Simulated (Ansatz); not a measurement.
pentafluorobenzenesulfonate, `O=S(=O)([O-])c1c(F)c(F)c(F)c(F)c1F`. The state is a singlet with charge -1. Geometry PBE-D4/def2-SVP.

```xyz
15

O    -0.4061    3.1220   -0.5064
S     0.8265    2.4303   -0.0265
O     1.9879    2.4740   -0.9564
O     1.1539    2.6130    1.4182
C     0.2586    0.6217   -0.0447
C     0.8582   -0.3940   -0.8009
F     1.9129   -0.1760   -1.5991
C     0.3794   -1.7184   -0.7635
F     0.9690   -2.6837   -1.4981
C    -0.7194   -2.0433    0.0421
F    -1.1827   -3.3066    0.0831
C    -1.3348   -1.0403    0.8076
F    -2.3923   -1.3561    1.5821
C    -0.8411    0.2727    0.7551
F    -1.4700    1.1848    1.5074
```

(1) Estimate the orbital energies around the gap (eV) in Ansatz with PBE-D4/def2-SVP, PBE-D4/def2-SVPD, r2SCAN-D4/def2-SVP, PBE0-D4/def2-SVP, PBE0-D4/def2-SVPD.

Results:

(1) 
```
orbital  PBE-D4/def2-SVP  PBE-D4/def2-SVPD  r2SCAN-D4/def2-SVP  PBE0-D4/def2-SVP  PBE0-D4/def2-SVPD
 HOMO−9            -5.40             -6.06               -6.10             -7.65              -8.13
 HOMO−8            -4.92             -5.57               -5.56             -6.93              -7.38
 HOMO−7            -3.30             -3.95               -3.82             -4.96              -5.58
 HOMO−6            -2.88             -3.79               -3.45             -4.76              -5.49
 HOMO−5            -2.87             -3.78               -3.44             -4.73              -5.32
 HOMO−4            -2.68             -3.24               -3.15             -4.19              -4.64
 HOMO−3            -2.27             -3.09               -2.79             -3.97              -4.56
 HOMO−2            -2.12             -3.00               -2.67             -3.90              -4.55
 HOMO−1            -1.93             -2.77               -2.44             -3.60              -4.22
   HOMO            -0.92             -1.81               -1.46             -2.73              -3.43
   LUMO             1.90              1.25                1.80              2.41               2.04
 LUMO+1             2.12              1.33                2.04              2.67               2.12
 LUMO+2             2.37              1.56                2.42              3.26               2.31
 LUMO+3             4.77              2.98                4.98              5.83               3.71
 LUMO+4             4.93              3.35                5.09              5.94               4.08
 LUMO+5             5.86              3.59                6.09              7.00               4.27
```
